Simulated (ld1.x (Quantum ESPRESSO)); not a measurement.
**Building the PAW potential for vanadium (BLYP, scalar-relativistic).**

* Element: vanadium
* Generator: ld1.x (Quantum ESPRESSO) 7.5
* Type: PAW
* Functional: BLYP
* Relativity: scalar-relativistic
* Frozen core: [Ne]
* Valence charge: 13
* Reference configuration: 3s2 3p6 3d3 4s2 4p0
* Partial waves: 3s (bound): rcut 1.25, rcutus 1.40 bohr; 4s (bound): rcut 1.25, rcutus 1.40 bohr; 3p (bound): rcut 1.40, rcutus 1.65 bohr; 4p (bound, empty): rcut 1.40, rcutus 1.65 bohr; 3d (bound): rcut 1.85, rcutus 2.15 bohr; 3d channel at 2.4 Ry: rcut 1.85, rcutus 2.15 bohr
* Local potential: all-electron potential smoothed inside 2.05 bohr (lloc = -1)
* Core correction: Bessel-smoothed model core inside 0.65 bohr
* Augmentation charge: PSQ, inside the norm-conserving radii

(1) Estimate the cutoffs (Ry, on a coarse ladder) from which the occupation-weighted sum of valence levels, in a spherical-Bessel basis at the reference potential, stays within 10 and 1 mRy of its value at 400 Ry.

(2) Does the potential have ghost states?

(3) Is the overlap operator S = 1 + Σ q|β⟩⟨β| positive definite (Bessel basis up to 400 Ry)?

(4) Tests: 3s2 3p6 3d3 4s1 4p0; 3s2 3p6 3d3 4s0 4p0; 3s2 3p6 3d2 4s0 4p0; 3s2 3p6 3d2 4s2 4p0; 3s2 3p6 3d3 4s1 4p1; 3s2 3p6 3d3 4s0 4p2; 3s2 3p6 3d3.5 4s1.5 4p0. Which has the largest error in its energy relative to the reference configuration, and how large is it?

Results:

(1) 35 Ry and 55 Ry.

(2) No extra level below or beside the all-electron valence levels (s, p, d, f tested).

(3) Yes: its lowest eigenvalue is 0.14 (p channel).

(4) 3s2 3p6 3d3 4s0 4p0, with -6.2 meV (all-electron minus pseudo) on +22.14 eV.
